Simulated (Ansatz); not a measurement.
Reaction (cleavage of the Si–Ge bond): `[F][GeH]([F])[SiH3]` + `CBNC` → `CBN(C)[SiH3]` + `[F][GeH2][F]`

Isolated molecules relaxed with PBE0-D4/def2-TZVP in Ansatz; ΔE leaves out vibrations. CCSD(T)/CBS adds triple-zeta CCSD(T) − MP2 to the extrapolated MP2 energy (def2 sets, frozen cores). DFT in def2-TZVPP. For Ge outer-core shells are correlated without core-valence functions, which leaves a few kJ/mol of doubt a bond. Scalar relativity is left out up to krypton. One conformer a species, not always the lowest.

```
             level  ΔE (kcal/mol)
         revPBE-D4           -0.8
           BLYP-D4           -1.7
      CAM-B3LYP-D4           -3.6
CCSD(T)/def2-TZVPP           -4.9
```

Task: What does CCSD(T)/CBS give? (Best estimate.)

Result: The calculation gave: -4.2 kcal/mol. The listed levels differ from it by 3.4, 2.5, 0.6, -0.7 kcal/mol.

Task: What do rigid-rotor, harmonic-oscillator terms from PBE0-D4/def2-TZVP frequencies (298.15 K, 1 bar) make of the CCSD(T)/CBS value? (Best estimate.)

Result: The calculation gave: ΔZPE = -1.5 kcal/mol, ΔH = -5.9 kcal/mol, ΔS = -8 J/(mol·K), ΔG = -5.3 kcal/mol.

Largest T1 diagnostic among the species: 0.013.

Leaving LDA and LC-ωPBE aside and taking each functional with its dispersion term where it has one, the values, not all of them listed here, spread over 4.7 kcal/mol, from BHLYP-D4 to PBE-D4. LDA lies −2.6 kcal/mol from PBE without D4. From BLYP to BHLYP (50 % exact exchange), in def2-TZVPP and without D4, ΔE moves by −4.0 kcal/mol.

CCSD(T)/CBS has its own doubt, a few kJ/mol and more with outer-core shells, so smaller differences from it don't rank the levels.
